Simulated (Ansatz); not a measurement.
`C=C[SiH2][SiH2]S` + H₂O → `O[SiH2][SiH2]S` + `C=C`  (formal hydrolysis of the Si–C bond)

Calculated with Ansatz (gas phase, PBE0-D4/def2-TZVP geometries, no zero-point term in ΔE). CBS: MP2 limit from def2 TZ/QZ plus the TZ coupled-cluster correction, frozen cores. This one scheme is used for every species. Each species was taken in one conformer, which may not be the lowest.

| species | CCSD/CBS(def2) energy (Eh) |
| --- | --- |
| `C=C[SiH2][SiH2]S` | -1056.81719 |
| H₂O | -76.37179 |
| `O[SiH2][SiH2]S` | -1054.75247 |
| `C=C` | -78.46635 |

(1) Work out ΔE.

Largest T1 diagnostic among the species: 0.012.

Answers

(1) ΔE = (-1054.75247) + (-78.46635) − (-1056.81719) − (-76.37179) = -0.02984 Eh = -0.81 eV. CCSD(T)/CBS gives -0.77 eV.

In def2-TZVPP, CCSD(T) changes the Hartree–Fock value by +0.24 eV (the triples alone add +0.04 eV) and MP2 by +0.26 eV. The D4 term adds +0.09 eV with B3LYP and +0.06 eV with PBE0; it sums over pairs of atoms, weighted by their polarisabilities, and B3LYP, whose exchange is more repulsive, gets the larger term.

B3LYP here is the variant with VWN-RPA as its local correlation; programs differ in this.
